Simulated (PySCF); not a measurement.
An unknown is described by computed data only.

Formula: C4H10N2OSi2.

* Valence photoelectron: vertical ionisation energy: 9.23 eV [ΔSCF CAM-B3LYP/def2-SVPD]
* 1H NMR: chemical shifts (computed TMS as zero) by class: 5.42 (1 H), 5.40 (1 H), 4.06 (2 H), 2.31 (1 H), 1.22 (3 H), 0.60 (2 H) ppm [GIAO PBE0/pcSseg-1]
* Dipole: 1.45 D [CAM-B3LYP/def2-SVPD]
* Polarisability: 109.1 au [CAM-B3LYP/def2-SVPD]
* Rotational structure: rotational constants A, B, C: 1.816, 0.832, 0.690 GHz [PBE0-D3(BJ)/def2-SVP]
* Triplet: lowest triplet excitation (Tamm–Dancoff): 4.89 eV [TDA CAM-B3LYP/def2-SVPD]
* 13C NMR: chemical shifts (computed TMS as zero) by class: 100.2 (1 C), 86.3 (1 C), 62.1 (1 C), 21.7 (1 C) ppm [GIAO PBE0/pcSseg-1]
* NMR, other nuclei: isotropic shieldings of nuclei other than C and H, by class: 229 (2 N), 234 (1 O), 381 (1 Si), 408 (1 Si) ppm [GIAO PBE0/pcSseg-1]

The electronic properties come from PySCF, for the isolated species, density fitting. Levels stand in brackets. Isolated species at its PBE0-D3(BJ)/def2-SVP geometry (one conformer only). NMR classes are plain means over equivalent atoms (diastereotopic ones count apart unless rotation or inversion swaps them), as if these changed places fast.

Question: Propose a structure and show how it fits.

Answer: Numbering: `[CH:1]#[C:2][Si:3]1([O:4][CH2:5][CH3:6])[NH:7][SiH2:8][NH:9]1`. Its formula, C4H10N2OSi2, gives 3 degrees of unsaturation: 1 ring and 2 π bonds in the structure found. 4 carbons fall into 4 classes; from least to most shielded: terminal alkyne carbon [C1] (100.2 ppm), alkyne carbon [C2] (86.3 ppm), chain sp3 carbon bound to oxygen [C5] (62.1 ppm), methyl carbon [C6] (21.7 ppm). Hydrogen classes from least to most shielded: 1 H on an SiH2 silicon, Si8 (5.42 ppm), 1 H on an SiH2 silicon, Si8 (5.40 ppm), 2 H on an sp3 carbon bound to oxygen, C5 (4.06 ppm), 1 H on a terminal alkyne carbon, C1 (2.31 ppm), 3 H on a methyl carbon, C6 (1.22 ppm, a mean of values up to 0.6 ppm apart in this geometry), 2 H on 2 like atoms (nitrogen bridging silicon atoms), N7/N9 (0.60 ppm). The other shieldings belong to: 229 ppm, nitrogen bridging silicon atoms [N7/N9]; 234 ppm, silyl ether oxygen [O4]; 381 ppm, SiH2 silicon [Si8]; 408 ppm, oxygen-bound silicon [Si3]. The first electron is taken from the HOMO, whose largest Löwdin shares are 0.40 on a nitrogen bridging silicon atoms, 0.32 on a nitrogen bridging silicon atoms, 0.06 on the SiH2 silicon and 0.04 on the silyl ether oxygen. The optimised geometry has point group C1 and is an asymmetric top. Structure: `C#C[Si]1(OCC)N[SiH2]N1`. Computed isomers that give other values at the same levels: `Cc1cc(N([SiH3])[SiH3])on1` (13C chemical shifts (computed TMS as zero) by class: 174.4 (1 C), 164.7 (1 C), 85.1 (1 C), 13.9 (1 C) ppm); `CO[Si@@H]1C[C@H](C#N)[SiH2]N1` (13C chemical shifts (computed TMS as zero) by class: 125.4 (1 C), 52.6 (1 C), 15.0 (1 C), 8.8 (1 C) ppm); `CO[Si@@H]1C[C@@H](C#N)[SiH2]N1` (13C chemical shifts (computed TMS as zero) by class: 125.7 (1 C), 51.3 (1 C), 14.9 (1 C), 7.6 (1 C) ppm). The assignments are read from this structure; whether some other isomer fits the data as well wasn't checked.

Conformer computed: `[CH:1]#[C:2][Si:3]1([O:4][CH2:5][CH3:6])[NH:7][SiH2:8][NH:9]1`: C2–Si3–O4–C5 20°, Si3–O4–C5–C6 78°.
